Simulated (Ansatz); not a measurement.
The cluster Ag₃Te₄⁺. Charge 1, multiplicity 1. Geometry PBE-D4/def2-SVP.

```tsv
atom	x (Å)	y (Å)	z (Å)
Ag1	1.176	0.996	1.783
Ag2	0.166	-1.749	0.798
Ag3	-1.187	-0.875	-1.842
Te4	1.248	1.435	-1.021
Te5	1.513	-1.348	-1.538
Te6	-1.525	1.494	-0.313
Te7	-1.390	0.048	2.133
```

In the def2 sets Ag, Te take a core potential; there is no spin–orbit coupling. HSE06 is defined as in plane-wave codes, on full-range PBE exchange. The structure comes from a short search, and lower isomers may exist.

Question: Estimate the orbital energies around the gap (eV) in Ansatz with PBE-D4/def2-TZVP, BLYP-D4/def2-TZVP, r2SCAN-D4/def2-TZVP, PBE0-D4/def2-SVP, HSE06-D4/def2-TZVP.

Answer: 
```json
{"orbital": "HOMO−13", "PBE-D4/def2-TZVP": "-12.05", "BLYP-D4/def2-TZVP": "-11.90", "r2SCAN-D4/def2-TZVP": "-12.34", "PBE0-D4/def2-SVP": "-13.92", "HSE06-D4/def2-TZVP": "-13.39"}
{"orbital": "HOMO−12", "PBE-D4/def2-TZVP": "-11.90", "BLYP-D4/def2-TZVP": "-11.76", "r2SCAN-D4/def2-TZVP": "-12.21", "PBE0-D4/def2-SVP": "-13.84", "HSE06-D4/def2-TZVP": "-13.30"}
{"orbital": "HOMO−11", "PBE-D4/def2-TZVP": "-11.78", "BLYP-D4/def2-TZVP": "-11.64", "r2SCAN-D4/def2-TZVP": "-12.08", "PBE0-D4/def2-SVP": "-13.69", "HSE06-D4/def2-TZVP": "-13.16"}
{"orbital": "HOMO−10", "PBE-D4/def2-TZVP": "-11.74", "BLYP-D4/def2-TZVP": "-11.59", "r2SCAN-D4/def2-TZVP": "-12.03", "PBE0-D4/def2-SVP": "-13.67", "HSE06-D4/def2-TZVP": "-13.13"}
{"orbital": "HOMO−9", "PBE-D4/def2-TZVP": "-11.73", "BLYP-D4/def2-TZVP": "-11.58", "r2SCAN-D4/def2-TZVP": "-12.01", "PBE0-D4/def2-SVP": "-13.61", "HSE06-D4/def2-TZVP": "-13.07"}
{"orbital": "HOMO−8", "PBE-D4/def2-TZVP": "-11.65", "BLYP-D4/def2-TZVP": "-11.51", "r2SCAN-D4/def2-TZVP": "-11.95", "PBE0-D4/def2-SVP": "-13.26", "HSE06-D4/def2-TZVP": "-12.72"}
{"orbital": "HOMO−7", "PBE-D4/def2-TZVP": "-11.50", "BLYP-D4/def2-TZVP": "-11.33", "r2SCAN-D4/def2-TZVP": "-11.75", "PBE0-D4/def2-SVP": "-12.86", "HSE06-D4/def2-TZVP": "-12.35"}
{"orbital": "HOMO−6", "PBE-D4/def2-TZVP": "-11.32", "BLYP-D4/def2-TZVP": "-11.16", "r2SCAN-D4/def2-TZVP": "-11.60", "PBE0-D4/def2-SVP": "-12.82", "HSE06-D4/def2-TZVP": "-12.29"}
{"orbital": "HOMO−5", "PBE-D4/def2-TZVP": "-10.84", "BLYP-D4/def2-TZVP": "-10.67", "r2SCAN-D4/def2-TZVP": "-11.06", "PBE0-D4/def2-SVP": "-11.98", "HSE06-D4/def2-TZVP": "-11.49"}
{"orbital": "HOMO−4", "PBE-D4/def2-TZVP": "-10.54", "BLYP-D4/def2-TZVP": "-10.39", "r2SCAN-D4/def2-TZVP": "-10.75", "PBE0-D4/def2-SVP": "-11.65", "HSE06-D4/def2-TZVP": "-11.16"}
{"orbital": "HOMO−3", "PBE-D4/def2-TZVP": "-9.57", "BLYP-D4/def2-TZVP": "-9.41", "r2SCAN-D4/def2-TZVP": "-9.74", "PBE0-D4/def2-SVP": "-10.56", "HSE06-D4/def2-TZVP": "-10.11"}
{"orbital": "HOMO−2", "PBE-D4/def2-TZVP": "-9.54", "BLYP-D4/def2-TZVP": "-9.37", "r2SCAN-D4/def2-TZVP": "-9.71", "PBE0-D4/def2-SVP": "-10.54", "HSE06-D4/def2-TZVP": "-10.08"}
{"orbital": "HOMO−1", "PBE-D4/def2-TZVP": "-9.31", "BLYP-D4/def2-TZVP": "-9.17", "r2SCAN-D4/def2-TZVP": "-9.47", "PBE0-D4/def2-SVP": "-10.27", "HSE06-D4/def2-TZVP": "-9.81"}
{"orbital": "HOMO", "PBE-D4/def2-TZVP": "-9.14", "BLYP-D4/def2-TZVP": "-8.97", "r2SCAN-D4/def2-TZVP": "-9.31", "PBE0-D4/def2-SVP": "-10.09", "HSE06-D4/def2-TZVP": "-9.64"}
{"orbital": "LUMO", "PBE-D4/def2-TZVP": "-7.66", "BLYP-D4/def2-TZVP": "-7.55", "r2SCAN-D4/def2-TZVP": "-7.60", "PBE0-D4/def2-SVP": "-7.05", "HSE06-D4/def2-TZVP": "-7.28"}
{"orbital": "LUMO+1", "PBE-D4/def2-TZVP": "-7.43", "BLYP-D4/def2-TZVP": "-7.32", "r2SCAN-D4/def2-TZVP": "-7.33", "PBE0-D4/def2-SVP": "-6.77", "HSE06-D4/def2-TZVP": "-7.02"}
{"orbital": "LUMO+2", "PBE-D4/def2-TZVP": "-6.94", "BLYP-D4/def2-TZVP": "-6.82", "r2SCAN-D4/def2-TZVP": "-6.85", "PBE0-D4/def2-SVP": "-6.27", "HSE06-D4/def2-TZVP": "-6.52"}
{"orbital": "LUMO+3", "PBE-D4/def2-TZVP": "-6.63", "BLYP-D4/def2-TZVP": "-6.58", "r2SCAN-D4/def2-TZVP": "-6.42", "PBE0-D4/def2-SVP": "-5.85", "HSE06-D4/def2-TZVP": "-6.17"}
{"orbital": "LUMO+4", "PBE-D4/def2-TZVP": "-6.41", "BLYP-D4/def2-TZVP": "-6.38", "r2SCAN-D4/def2-TZVP": "-6.19", "PBE0-D4/def2-SVP": "-5.60", "HSE06-D4/def2-TZVP": "-5.92"}
{"orbital": "LUMO+5", "PBE-D4/def2-TZVP": "-5.61", "BLYP-D4/def2-TZVP": "-5.57", "r2SCAN-D4/def2-TZVP": "-5.39", "PBE0-D4/def2-SVP": "-4.76", "HSE06-D4/def2-TZVP": "-5.10"}
```
